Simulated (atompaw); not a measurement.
## How hard is this Ce PAW (atompaw) potential?

| Quantity | Value |
| --- | --- |
| Element | Ce (Z = 58) |
| Generator | atompaw 4.2.0.5 |
| Type | PAW |
| Functional | PBE |
| Relativity | scalar-relativistic |
| Frozen core | [Kr] 4d10 |
| Valence charge | 12 |
| Reference configuration | 4f1 5s2 5p6 5d1 6s1 6p0 (charge +1) |
| Partial waves | 5s (bound): rc 1.95 bohr; 6s (bound): rc 3.00 bohr; 5p (bound): rc 1.95 bohr; 6p (bound, empty): rc 3.00 bohr; 5d (bound): rc 3.00 bohr; 5d channel at 3.25 Ry: rc 3.00 bohr; 4f (bound): rc 1.20 bohr; 4f channel at -0.05 Ry: rc 1.20 bohr |
| Local potential | bessel scheme, radius 2.90 bohr |
| Core correction | smooth core density matched at 1.60 bohr |
| Augmentation charge | sinc compensation charge, radius 2.80 bohr; PAW radius 3.00 bohr; waves and projectors: custom rrkj gramschmidtortho |

The pseudo-atom Hamiltonian at the reference potential is diagonalised in spherical Bessel functions j_l(qr) that vanish at 20 bohr, with q² up to the cutoff. All-electron valence levels (Ry): 5s -3.4173, 6s -0.6240, 5p -2.1399, 6p -0.4011, 5d -0.6294, 4f -0.8294.

Q: How do the lowest levels (Ry) of each channel move with the cutoff, and are there ghosts?

A:

```
cutoff (Ry)     s #1     s #2     p #1     p #2     p #3     d #1     d #2     f #1     f #2  Σ f·Δε (mRy)
          8  -3.3977  -0.6239  -2.0922  -0.3617  -0.1189  -0.6207  -0.1639  -0.0914   0.0029        1072.0
         18  -3.4171  -0.6240  -2.1385  -0.4007  -0.1323  -0.6294  -0.1644  -0.0932  -0.0006         744.3
         40  -3.4172  -0.6240  -2.1398  -0.4011  -0.1325  -0.6294  -0.1644  -0.1128  -0.0352         716.9
         60  -3.4172  -0.6240  -2.1398  -0.4012  -0.1325  -0.6294  -0.1644  -0.6371  -0.0861         192.4
        110  -3.4172  -0.6240  -2.1398  -0.4012  -0.1325  -0.6294  -0.1644  -0.8275  -0.0874           1.9
        180  -3.4172  -0.6240  -2.1399  -0.4012  -0.1325  -0.6294  -0.1644  -0.8292  -0.0874           0.2
        400  -3.4172  -0.6240  -2.1399  -0.4012  -0.1325  -0.6294  -0.1644  -0.8294  -0.0874           0.0
```

Result: no extra level below or beside the all-electron valence levels (s, p, d, f tested); 10 mRy is reached at 90 Ry and 1 mRy at 140 Ry.
